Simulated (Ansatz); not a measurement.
Relaxation of SnBi₂ with RKS PBE0-D4/def2-SVP.

```sh
$ ansatz run in.yaml --threads 4 --pin off --events-out ev --progress --plain --max-ram 3916MiB
```

```yaml
crystal:
  periodic: [false, false, false]
  atoms:
    - {symbol: Bi, position_ang: [1.223840, 0.098220, -1.109980]}
    - {symbol: Bi, position_ang: [-0.227750, 1.231480, 1.082370]}
    - {symbol: Sn, position_ang: [-0.996090, -1.329700, 0.027610]}
basis:
  gaussian: {orbitals: def2-SVP}
hamiltonian: {xc: pbe0, dispersion: d4}
scf: {omitted_lower_state_checks: [starts]}
output: {orbitals: {seedname: orbitals}}
relax: {f_tol: 0.02, max_steps: 100}
```

Hardware: 4 threads of Arm Neoverse V2 on a shared host. Wall time 5.5 s.

Positions (Å) and forces (eV/Å) at steps 1, 2, 3 of 3:

```xyz
3
step=1 energy=-17515.1647 eV
Bi    1.224    0.098   -1.110   -0.078    0.148    0.179
Bi   -0.228    1.231    1.082    0.160   -0.039   -0.182
Sn   -0.996   -1.330    0.028   -0.082   -0.109    0.003
3
step=2 energy=-17515.1616 eV rejected
Bi    1.215    0.123   -1.084    0.162   -0.186   -0.287
Bi   -0.202    1.229    1.056   -0.218    0.112    0.289
Sn   -1.013   -1.352    0.028    0.056    0.074   -0.002
3
step=3 energy=-17515.1697 eV
Bi    1.221    0.110   -1.099   -0.008    0.000    0.008
Bi   -0.216    1.232    1.071    0.002   -0.008   -0.008
Sn   -1.005   -1.341    0.028    0.006    0.008    0.000
```

In the def2 sets Bi, Sn take a core potential; there is no spin–orbit coupling. The structure comes from a short search, and lower isomers may exist.
